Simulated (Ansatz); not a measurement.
Geometry optimisation, RHF/STO-3G in Ansatz.

Input file:

```yaml
crystal:
  periodic: [false, false, false]
  atoms:
    - { symbol: C, position_ang: [-0.9557, -1.1127, 1.8867] }
    - { symbol: B, position_ang: [-0.3075, -0.403, 0.6155] }
    - { symbol: C, position_ang: [0.8743, -1.0694, -0.1393] }
    - { symbol: C, position_ang: [1.5124, -0.4281, -1.1824] }
    - { symbol: Si, position_ang: [0.7023, 1.1726, -1.6947] }
    - { symbol: Si, position_ang: [-0.8639, 1.3063, -0.1264] }
    - { symbol: H, position_ang: [-1.3838, -2.0572, 1.5919] }
    - { symbol: H, position_ang: [-0.2206, -1.179, 2.6801] }
    - { symbol: H, position_ang: [-1.8284, -0.4072, 2.2792] }
    - { symbol: H, position_ang: [1.3058, -2.0229, 0.2314] }
    - { symbol: H, position_ang: [2.2654, -0.8626, -1.7017] }
    - { symbol: H, position_ang: [0.136, 1.1059, -3.007] }
    - { symbol: H, position_ang: [1.629, 2.2949, -1.5498] }
    - { symbol: H, position_ang: [-2.2445, 1.228, -0.6729] }
    - { symbol: H, position_ang: [-0.6427, 2.3835, 0.8188] }
basis:
  gaussian: { orbitals: STO-3G }
hamiltonian:
  xc: hf
relax:
  f_tol: 0.02
  max_steps: 40
```

Launched with:

```bash
$ ansatz run input.yaml --threads 1 --pin off --max-ram 2048MiB --backend cpu --events-out ev --progress --plain --runs-dir out
```

Where does it end, and by what steps?

The forces met the threshold. Limits of this set-up: minimal basis. After 6 steps the energy has fallen by 0.877 eV; H9 moved furthest, 0.22 Å.

```
step  energy less start (eV)  largest force component (eV/Å)  accepted
   0                  0.0000                           5.804       yes
   1                 -0.6617                           1.809       yes
   2                 -0.6714                           2.520       yes
   3                 -0.8575                           0.645       yes
   4                 -0.8741                           0.198       yes
   5                 -0.8766                           0.036       yes
   6                 -0.8767                           0.008       yes
```

```xyz
15
Properties=species:S:1:pos:R:3
C -0.974 -1.123 1.915
B -0.341 -0.386 0.668
C 0.861 -1.013 -0.096
C 1.399 -0.404 -1.149
Si 0.699 1.232 -1.723
Si -0.874 1.335 -0.144
H -1.330 -2.107 1.620
H -0.214 -1.288 2.674
H -1.800 -0.598 2.380
H 1.276 -1.963 0.228
H 2.238 -0.869 -1.660
H 0.257 1.115 -3.073
H 1.719 2.227 -1.689
H -2.203 1.342 -0.656
H -0.736 2.449 0.732
```

The run took 30 s on 1 thread of AMD EPYC (Zen 3) (shared host), peak memory 0.12 GiB.
